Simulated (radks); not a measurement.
The bismuth ion Bi+ inside a hard spherical wall (all orbitals vanish at R), configuration held at [Hg] 6p2 and not refilled when levels cross. Method: scalar-relativistic Kohn-Sham, PBEsol, spin-unpolarised, spherical densities, finite nucleus; Fermi nuclear charge, rms radius 5.5211 fm; computed with a radial shooting solver on a logarithmic mesh with Libxc functionals. Eigenvalues in eV, with the zero of energy where the potential of the charges vanishes at infinity; a dash marks a level that is unbound or too diffuse for the functional's potential to be trusted. A positive occupied level is held by the wall or, in an anion where self-interaction has pushed it up, behind a barrier. The pressure on the wall is -dE/dV.

[
 {"R (bohr)": "free", "E (hartree)": "-21518.2840", "kinetic (hartree)": "24386.137", "e(5p)": "-104.00", "e(5d)": "-35.198", "e(6s)": "-22.178", "e(6p)": "-11.485", "e(7s, empty)": "-4.740", "e(6d, empty)": "-", "pressure (GPa)": "0"},
 {"R (bohr)": "20", "E (hartree)": "-21518.2840", "kinetic (hartree)": "24386.137", "e(5p)": "-104.00", "e(5d)": "-35.198", "e(6s)": "-22.178", "e(6p)": "-11.485", "e(7s, empty)": "-4.740", "e(6d, empty)": "-", "pressure (GPa)": "< 0.0001"},
 {"R (bohr)": "15", "E (hartree)": "-21518.2840", "kinetic (hartree)": "24386.137", "e(5p)": "-104.00", "e(5d)": "-35.198", "e(6s)": "-22.178", "e(6p)": "-11.485", "e(7s, empty)": "-4.738", "e(6d, empty)": "-3.146", "pressure (GPa)": "< 0.0001"},
 {"R (bohr)": "12", "E (hartree)": "-21518.2840", "kinetic (hartree)": "24386.137", "e(5p)": "-104.00", "e(5d)": "-35.198", "e(6s)": "-22.178", "e(6p)": "-11.485", "e(7s, empty)": "-4.704", "e(6d, empty)": "-3.100", "pressure (GPa)": "< 0.0001"},
 {"R (bohr)": "10", "E (hartree)": "-21518.2840", "kinetic (hartree)": "24386.137", "e(5p)": "-104.00", "e(5d)": "-35.195", "e(6s)": "-22.175", "e(6p)": "-11.483", "e(7s, empty)": "-4.551", "e(6d, empty)": "-2.956", "pressure (GPa)": "0.00134"},
 {"R (bohr)": "5", "E (hartree)": "-21518.2095", "kinetic (hartree)": "24386.631", "e(5p)": "-102.49", "e(5d)": "-33.748", "e(6s)": "-20.951", "e(6p)": "-9.721", "e(7s, empty)": "6.140", "e(6d, empty)": "3.232", "pressure (GPa)": "10.5"},
 {"R (bohr)": "4", "E (hartree)": "-21517.9352", "kinetic (hartree)": "24388.091", "e(5p)": "-99.712", "e(5d)": "-31.143", "e(6s)": "-18.283", "e(6p)": "-5.534", "e(7s, empty)": "22.787", "e(6d, empty)": "12.218", "pressure (GPa)": "81.7"},
 {"R (bohr)": "3.5", "E (hartree)": "-21517.4869", "kinetic (hartree)": "24390.260", "e(5p)": "-96.647", "e(5d)": "-28.302", "e(6s)": "-14.745", "e(6p)": "-0.154", "e(7s, empty)": "41.053", "e(6d, empty)": "22.116", "pressure (GPa)": "260"},
 {"R (bohr)": "3", "E (hartree)": "-21516.3357", "kinetic (hartree)": "24395.483", "e(5p)": "-90.923", "e(5d)": "-22.931", "e(6s)": "-6.886", "e(6p)": "11.217", "e(7s, empty)": "75.090", "e(6d, empty)": "40.792", "pressure (GPa)": "949"},
 {"R (bohr)": "2.5", "E (hartree)": "-21513.0110", "kinetic (hartree)": "24409.584", "e(5p)": "-79.433", "e(5d)": "-11.513", "e(6s)": "12.671", "e(6p)": "37.865", "e(7s, empty)": "144.34", "e(6d, empty)": "79.446", "pressure (GPa)": "4180"},
 {"R (bohr)": "2", "E (hartree)": "-21501.7260", "kinetic (hartree)": "24453.580", "e(5p)": "-53.946", "e(5d)": "16.790", "e(6s)": "69.067", "e(6p)": "109.13", "e(7s, empty)": "303.72", "e(6d, empty)": "170.05", "pressure (GPa)": "24000"}
]
